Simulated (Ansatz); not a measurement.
HN, triplet, at a GFN2-xTB geometry, with bond 2-1 at 1.4 times its length; Ansatz (a program for electronic structure) with SC-NEVPT2/6-31G, CASSCF(4,5).

The Ansatz input:
Ansatz 0.2 input:
```yaml
crystal:
  periodic: [false, false, false]
  atoms:
    - {symbol: N, position_ang: [-0.00000000, -0.00000000, -0.12795737]}
    - {symbol: H, position_ang: [0.00000000, 0.00000000, 1.30516516]}
basis:
  gaussian:
    orbitals: 6-31G
correlation: {method: sc_nevpt2, electrons: all, active_space: {window: {electrons: 4, orbitals: 5}}}
magnetization: {spin_polarized: false, initial_magnetization: 2}
```

What the program printed (banner, timings and long lists left out):

```
Functional definition: HF
164 factors; integrals over basis functions are off by at most 3.1e-4 eV
mean field evaluation 1: about -1493.0361 eV, gradient 7.0e0 eV
mean field evaluation 2: about -1493.0357 eV, gradient 7.0e0 eV
mean field evaluation 4: about -1493.4054 eV, gradient 8.3e-1 eV
mean field evaluation 8: about -1493.4100 eV, gradient 6.6e-4 eV
mean field -1493.40998012 eV, -54.8818044999 hartree, gradient 7.3e-6 eV, S^2 2.000000; 0 other end points of the search recorded, 0 dependent functions left out
reference -1493.40998012 eV, -54.8818044999 hartree; 5, 3 occupied and 6, 8 virtual orbitals, 164 factors
state -1494.86825434 eV, -54.9353950888 hartree
state -1494.86825434 eV, -54.9353950888 hartree; corrected -1495.79302416 eV, -54.9693797529 hartree
Total energy: -1495.79302416 eV, -54.9693797529 hartree
```
